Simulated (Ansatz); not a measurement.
Cartesian coordinates in Å:
```
O 1.848 0.186 1.326
Si 0.313 -0.413 1.309
N -0.709 0.257 0.111
Ge -0.569 0.042 -1.712
H 1.954 1.125 1.484
H -0.366 -0.163 2.610
H 0.532 -1.855 1.057
H -1.422 0.900 0.419
H 0.399 -1.128 -1.932
H -1.959 -0.270 -2.293
H -0.022 1.319 -2.379
```

The species carries charge 0 and has multiplicity 1.

(1) List the ωB97M-V/def2-TZVPP orbital energies in eV (Ansatz). (Best estimate.)

Results:

(1) Ansatz gave: Occupied: -10866.68, -1807.25, -1362.51, -1210.23, -1210.23, -1210.23, -525.91, -394.11, -174.32, -148.20, -123.58, -123.55, -123.54, -102.33, -102.32, -102.30, -36.43, -36.37, -36.35, -36.29, -36.29, -30.68, -26.07, -18.58, -18.16, -15.97, -14.67, -13.38, -12.79, -12.25, -12.01, -11.84, -10.99, -9.84. Lowest empty: 1.82, 2.41, 2.90, 3.37, 3.49, 3.56, 3.97, 4.12.
